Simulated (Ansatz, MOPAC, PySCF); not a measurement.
Dimer: HF (SMILES F) (first 2 atoms) with C3H8 (SMILES CCC); geometry from B3LYP-D3(BJ)/def2-TZVP, rigid monomers moved along the line of their centres of mass till H2···C5 is 2.69 Å.
(charge 0, multiplicity 1):
```xyz
13

F     -0.3619     0.0912     0.3687
H     -0.4978     0.3562     1.2480
C      0.8378    -1.1102     3.8956
C      0.0979    -0.0636     4.7245
C     -0.7147     0.9040     3.8680
H      1.4105    -1.7882     4.5303
H      0.1419    -1.7146     3.3086
H      1.5355    -0.6414     3.1974
H      0.8151     0.5035     5.3243
H     -0.5686    -0.5616     5.4340
H     -1.2395     1.6469     4.4705
H     -0.0649     1.4586     3.1817
H     -1.4791     0.3693     3.2929
```

Interaction energies are E(AB) − E(A) − E(B) at the monomers' geometry in the complex; basis-set methods are counterpoise corrected. Rows marked so take none.

Frozen-core correlation. Rows in 6-31G* carry no dispersion term and start afresh at each structure (6-31G* with six Cartesian d functions). The state that AM1, PM6 reach isn't checked.

Programs: Ansatz (Gaussian orbitals); MOPAC for AM1, PM6 (differences of heats of formation); PySCF for 6-31G* rows, the dispersion terms. 

| level | interaction energy (kcal/mol) |
|---|---|
| AM1 | -0.81 |
| PM6 | -0.74 |
| PBE-D3(BJ)/def2-TZVPPD | -2.28 |
| r2SCAN/def2-TZVPPD | -1.93 |
| r2SCAN-D4/def2-TZVPPD | -2.12 |
| B3LYP-D3(BJ)/def2-TZVPPD | -1.96 |
| B3LYP-D4/def2-TZVPPD | -1.59 |
| M06-2X/6-31G* (no counterpoise) | -2.14 |
| CCSD(T)/aug-cc-pVDZ | (withheld) |

Question: What belongs in the gaps?

Answer: 
- CCSD(T)/aug-cc-pVDZ, interaction energy (kcal/mol): -1.48

Ansatz is a program for electronic structure.
